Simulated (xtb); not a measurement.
xtb input (GFN1-xTB):

```bash
xtb mol.xyz --gfn 1 --sp --chrg -1 --uhf 0
```
mol.xyz:
```
11

C      2.22242757    -0.11295568     0.59834966
Si     0.72902125     0.73914155    -0.24555323
B     -1.10996466    -0.19951383    -0.15315773
O     -2.16051410     0.30209352    -0.69113380
O     -1.02771962    -1.43846452     0.57184791
H      2.37830401    -1.10543917     0.16749041
H      3.15215896     0.45503473     0.49845091
H      2.01891568    -0.25412109     1.66306364
H      1.18647520     0.99072957    -1.65726339
H      0.70703256     2.12643199     0.33790879
H     -1.92805628    -1.79434646     0.55807275
```

End of the output:

```
         :::::::::::::::::::::::::::::::::::::::::::::::::::::
         ::                     SUMMARY                     ::
         :::::::::::::::::::::::::::::::::::::::::::::::::::::
         :: total energy             -18.325543872427 Eh    ::
         :: gradient norm              0.038805589804 Eh/a0 ::
         :: HOMO-LUMO gap              4.167990964788 eV    ::
         ::.................................................::
         :: SCC energy               -18.465549026359 Eh    ::
         :: -> electrostatic           0.225338132068 Eh    ::
         :: repulsion energy           0.143266820023 Eh    ::
         :: dispersion energy         -0.003261666091 Eh    ::
         :: halogen bond corr.         0.000000000000 Eh    ::
         :: add. restraining           0.000000000000 Eh    ::
         :: total charge              -1.000000000000 e     ::
         :::::::::::::::::::::::::::::::::::::::::::::::::::::

           -------------------------------------------------
          |                Property Printout                |
           -------------------------------------------------

    * Orbital Energies and Occupations

         #    Occupation            Energy/Eh            Energy/eV
      -------------------------------------------------------------
         1        2.0000           -0.5610378             -15.2666
       ...           ...                  ...                  ...
         3        2.0000           -0.4725795             -12.8595
         4        2.0000           -0.4308817             -11.7249
         5        2.0000           -0.4077250             -11.0948
         6        2.0000           -0.3635493              -9.8927
         7        2.0000           -0.3606210              -9.8130
         8        2.0000           -0.3569995              -9.7145
         9        2.0000           -0.3284414              -8.9373
        10        2.0000           -0.3011269              -8.1941
        11        2.0000           -0.2951483              -8.0314
        12        2.0000           -0.2832141              -7.7066
        13        2.0000           -0.2537004              -6.9035
        14        2.0000           -0.2528574              -6.8806
Note: The following floating-point exceptions are signalling: IEEE_DENORMAL
normal termination of xtb
        15        2.0000           -0.1885927              -5.1319 (HOMO)
        16                         -0.0354219              -0.9639 (LUMO)
        17                         -0.0202791              -0.5518
        18                          0.0312255               0.8497
        19                          0.0466858               1.2704
        20                          0.0541241               1.4728
        21                          0.0765381               2.0827
        22                          0.0917644               2.4970
        23                          0.1046578               2.8479
        24                          0.1101385               2.9970
        25                          0.1362960               3.7088
        26                          0.1524394               4.1481
       ...                                ...                  ...
        37                          1.4172729              38.5660
      -------------------------------------------------------------
                  HL-Gap            0.1531708 Eh            4.1680 eV
             Fermi-level           -0.1120073 Eh           -3.0479 eV

  Mulliken/CM5 charges         n(s)   n(p)   n(d)
     1C    -0.18471 -0.29546   1.003  3.181  0.000
     2Si   -0.03679 -0.21954   1.349  2.212  0.476
     3B     0.45436  0.35278   0.822  1.723  0.000
     4O    -0.72943 -0.69709   1.736  4.994  0.000
     5O    -0.64396 -0.78351   1.713  4.931  0.000
     6H     0.02518  0.07952   0.975  0.000  0.000
     7H     0.00816  0.06122   0.992  0.000  0.000
     8H     0.02518  0.07952   0.975  0.000  0.000
     9H    -0.10947 -0.03142   1.109  0.000  0.000
    10H    -0.10947 -0.03142   1.109  0.000  0.000
    11H     0.30096  0.48540   0.699  0.000  0.000

Wiberg/Mayer (AO) data.
largest (>0.10) Wiberg bond orders for each atom

 ---------------------------------------------------------------------------
     #   Z sym  total        # sym  WBO       # sym  WBO       # sym  WBO
 ---------------------------------------------------------------------------
     1   6 C    3.932 --     2 Si   1.027     7 H    0.957     8 H    0.950
                             6 H    0.950
     2  14 Si   4.165 --     1 C    1.027    10 H    0.943     9 H    0.943
                             3 B    0.852     4 O    0.174
     3   5 B    3.381 --     4 O    1.571     5 O    0.894     2 Si   0.852
     4   8 O    1.869 --     3 B    1.571     2 Si   0.174
     5   8 O    1.960 --    11 H    0.894     3 B    0.894
     6   1 H    1.008 --     1 C    0.950
     7   1 H    1.002 --     1 C    0.957
     8   1 H    1.008 --     1 C    0.950
     9   1 H    0.991 --     2 Si   0.943
    10   1 H    0.991 --     2 Si   0.943
    11   1 H    0.935 --     5 O    0.894
 ---------------------------------------------------------------------------

Topologies differ in total number of bonds
Writing topology from bond orders to xtbtopo.mol

 dipole moment from electron density (au)
     X       Y       Z
   1.4870  -0.9114   0.8761  total (Debye):    4.961

           -------------------------------------------------
          | TOTAL ENERGY              -18.325543872427 Eh   |
          | GRADIENT NORM               0.038805589804 Eh/α |
          | HOMO-LUMO GAP               4.167990964788 eV   |
           -------------------------------------------------

------------------------------------------------------------------------
------------------------------------------------------------------------
 total:
 SCF:
```

It need not be the lowest isomer of its formula. Whether it binds its extra electron was not tested at this geometry.
